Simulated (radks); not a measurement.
Values are calculated unless marked as measured or tabulated.
Q: These are the eigenvalues of the occupied orbitals of an atom or ion with whole-number occupations (hartree). Level of theory: scalar-relativistic Kohn-Sham, SCAN, spin-polarised, spherical densities, finite nucleus; meta-GGA in the generalised Kohn-Sham scheme; Fermi nuclear charge, rms radius of each element as measured or else 0.836 A^(1/3) + 0.57 fm (a radial shooting solver on a logarithmic mesh with Libxc functionals).

| orbital | eigenvalue |
|---|---|
| 1s up | -3363.618 |
| 1s down | -3363.240 |
| 2s up | -766.9329 |
| 2s down | -766.6691 |
| 2p up | -689.7075 |
| 2p down | -689.3075 |
| 3s up | -310.3648 |
| 3s down | -308.8367 |
| 3p up | -287.5719 |

Which element is it, and in what charge state? The configuration may be excited. Open shells, if any, are filled with parallel spins first.

A: Z = 81, thallium, charge +67: Tl67+ in [Ne] 3s2 3p2. The list shows which subshells hold electrons but not how many an open one holds; the 1s level, -3363.6 hartree, gives Z - s = 82.0 by -(Z - s)^2/2, which with screening and relativity narrows Z to a few neighbours, and the depths of the outer levels then fix element, charge and occupations together.
